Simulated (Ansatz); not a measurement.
```yaml
crystal:
  periodic: [false, false, false]
  atoms:
    - {symbol: B, position_ang: [-0.072983, 0.004191, -0.626846]}
    - {symbol: B, position_ang: [0.397544, -0.060565, 0.395186]}
    - {symbol: Br, position_ang: [-0.372262, 0.396864, 1.185029]}
    - {symbol: H, position_ang: [-0.078150, 0.720825, -0.849644]}
    - {symbol: H, position_ang: [-0.580930, -0.511317, -0.818778]}
    - {symbol: H, position_ang: [1.087399, -0.530723, 0.565236]}
basis:
  gaussian: {orbitals: 6-31G}
magnetization: {spin_polarized: true, initial_magnetization: 0}
hamiltonian: {xc: {name: HF}}
```

```sh
$ ansatz run in.yaml --threads 2 --pin off --events-out ev --progress --plain --max-ram 4352MiB
```

Output, abridged:

```
Functional definition: HF
607 factors; integrals over basis functions are off by at most 1.6e-4 eV
mean field evaluation 1: about -71333.7115 eV, gradient 2.4e1 eV
mean field evaluation 2: about -71333.7228 eV, gradient 2.4e1 eV
mean field evaluation 4: about -71337.0955 eV, gradient 1.9e0 eV
mean field evaluation 8: about -71337.1340 eV, gradient 2.8e-2 eV
mean field -71337.13360020 eV, -2621.5913057617 hartree, gradient 5.4e-5 eV, S^2 0.000000; 0 other end points of the search recorded, 0 dependent functions left out
reference -71337.13360020 eV, -2621.5913057617 hartree; 24, 24 occupied and 29, 29 virtual orbitals, 607 factors
Total energy: -71337.13360020 eV, -2621.5913057617 hartree
```

**Question.** What is wrong with this run?

**Answer.** The geometry is squeezed to about two thirds of its size. Self-consistency was reached. The result belongs to that input, not to the molecule as meant.
